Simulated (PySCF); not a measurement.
Se(F)(SMe) (CH₃FSSe), SMILES CS[Se]F. Atoms are numbered in the order given.

```xyz
7

Se     0.0087     0.5005     0.7194
F     -1.7672     0.7507     0.4395
S      0.5010    -1.2095    -0.4929
C      0.8220    -0.5281    -2.1691
H     -0.1108    -0.1125    -2.5928
H      1.1613    -1.3829    -2.7884
H      1.6119     0.2449    -2.1324
```
Charge 0, spin multiplicity 1.

Geometry: PBE-D3(BJ)/def2-SVP. One conformer was computed; it need not be the lowest.

Computed with PBE/pcSseg-1 (PySCF).

GIAO shieldings, no solvent; atoms alike by connectivity are averaged. δ = σ(ref) − σ: ⁷⁷Se against Me2Se (σ = 1634.8 ppm); ¹⁹F against CFCl3 (σ = 133.6 ppm); ³³S against H2S (σ = 706.5 ppm); ¹³C against TMS (σ = 182.0 ppm); ¹H against TMS (σ = 31.49 ppm), references at their B3LYP-D3(BJ)/def2-TZVP geometries, non-relativistic.

```
atoms       nucleus  count  δ (ppm)
----------  -------  -----  -------
Se1            ⁷⁷Se      1   2213.5
F2              ¹⁹F      1   -326.7
S3              ³³S      1        ?
C4              ¹³C      1     36.9
H5, H6, H7       ¹H      3        ?
```

Fill in the missing entries. (An estimate is asked for; the answer gives what the named calculation found.)


- S3, δ (ppm): 461.8
- H5, H6, H7, δ (ppm): 3.25
